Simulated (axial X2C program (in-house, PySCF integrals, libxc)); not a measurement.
Ω levels of HoF⁻ from open-shell CI on f11 s2

Computed with an in-house all-electron X2C program for linear molecules (integrals from PySCF): two-component X2C with atomic mean-field Coulomb and Gaunt terms, basis Ho dyall-v3z, F dyall-av3z (cores contracted in-house). Orbitals come from Hartree–Fock averaged over the configuration Ho f11 s2; CI then distributes these electrons over the f, s shells of Ho.

R = 2.146 Å (near the minimum of the configuration average).

Active spinors (ω > 0):

```
shell    ω  ε (eV)  character
    f  5/2   -2.42  100% Ho f
    f  3/2   -2.35  100% Ho f
    f  1/2   -2.28  100% Ho f
    f  7/2   -1.43  100% Ho f
    f  5/2   -1.37  100% Ho f
    f  3/2   -1.32  100% Ho f
    f  1/2   -1.27  100% Ho f
```

Filled shells are left out: they mix freely with the closed shells.

Lowest levels of this model:

```tsv
Ω	energy (cm⁻¹)	g∥	configuration
1/2	0	1.20	100% f11 s2
3/2	21	3.61	100% f11 s2
5/2	59	6.01	100% f11 s2
7/2	110	8.41	100% f11 s2
9/2	171	10.81	100% f11 s2
11/2	252	13.21	100% f11 s2
13/2	376	15.61	100% f11 s2
15/2	603	17.97	100% f11 s2
1/2	5153	1.12	100% f11 s2
3/2	5173	3.35	100% f11 s2
5/2	5213	5.57	100% f11 s2
7/2	5272	7.78	100% f11 s2
9/2	5354	10.00	100% f11 s2
11/2	5474	12.22	100% f11 s2
13/2	5675	14.36	100% f11 s2
1/2	8535	0.98	100% f11 s2
3/2	8557	2.93	100% f11 s2
5/2	8604	4.86	100% f11 s2
7/2	8677	6.82	100% f11 s2
9/2	8784	8.79	100% f11 s2
11/2	8960	10.67	100% f11 s2
1/2	10953	0.74	100% f11 s2
3/2	10997	2.25	100% f11 s2
5/2	11060	3.78	100% f11 s2
7/2	11136	5.32	100% f11 s2
9/2	11346	6.85	100% f11 s2
```

g∥ is the magnitude of 2⟨Lz + ge Sz⟩ for the +Ω component.

(1) From Ω and g∥ of the lowest level, whose 2⟨Lz + ge Sz⟩ is positive, find ⟨Sz⟩ and ⟨Lz⟩ (ge = 2.0023).

Occupations of the active spinors in the lowest level by ω, shell by shell in order of energy: -7/2: 0.83; -5/2: 0.96 0.46; -3/2: 0.91 0.78; -1/2: 0.98 0.44 1.00; 1/2: 0.96 0.66 1.00; 3/2: 0.91 0.66; 5/2: 0.98 0.55; 7/2: 0.93. The leading determinant has weight 0.29 among 67.

This point took 4.2 s on 1 thread of Intel(R) Xeon(R) Processor @ 2.70GHz (shared host).

Dynamic correlation is missing, so gaps between terms are too wide and other configurations may lie lower; the lowest level listed is that of this model, not necessarily the ground state. At most 4 roots were kept for each Ω > 0 (twice that for Ω = 0) within 2.2 eV of the lowest, so higher up levels can be missing between those listed; levels with Ω > 0 are doubly degenerate and listed once, Ω = 0 levels singly. For an anion, levels above electron detachment are held by the basis set.

Results:

(1) Ω = ⟨Lz⟩ + ⟨Sz⟩ = 1/2 and ⟨Lz⟩ + ge⟨Sz⟩ = 0.600, so ⟨Sz⟩ = 0.10 and ⟨Lz⟩ = 0.40.
